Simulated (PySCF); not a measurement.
A structure optimised at PBE-D3(BJ)/def2-TZVP, used in a PySCF frequency run:

```xyz
4

F      1.2964     0.7485    -0.1952
Si     0.0000     0.0000     0.3764
F     -1.2964     0.7485    -0.1952
F      0.0000    -1.4970    -0.1952
```
Charge 0, spin multiplicity 2.

Write its SMILES, formula and point group.

F[Si](F)F, F3Si, C3v

What are its rotational constants (standard atomic weights)?

7.2187, 7.2187, 3.9568 GHz
